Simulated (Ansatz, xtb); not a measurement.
Species: PbS, charge 0, multiplicity 1. SMILES: [S]=[Pb]
Coordinates optimised at B3LYP-D3(BJ)/def2-TZVP (Ansatz, a first-principles code):
```
Pb
S 1 2.3055
```

Harmonic wavenumbers from GFN2-xTB (xtb, at its own minimum), cm⁻¹: 441.

Give the harmonic wavenumbers at B3LYP-D3(BJ)/def2-TZVP (Ansatz, finite differences of forces, unscaled).

435 cm⁻¹. Zero-point energy 0.6 kcal/mol.

From these and the geometry, give the ideal-gas thermochemistry at 298.15 K and 1 atm (rigid rotor, harmonic oscillator).

Point group C∞v, rotational symmetry number 1. Rotational constants 3.425, 3.425 GHz. S(trans) 42.32, S(rot) 16.90, S(vib) 0.84, S(elec, spin only) 0.00, S 60.1 cal/(mol K). H(298) - H(0) 2.25 kcal/mol; G - E(el) -15.0 kcal/mol.
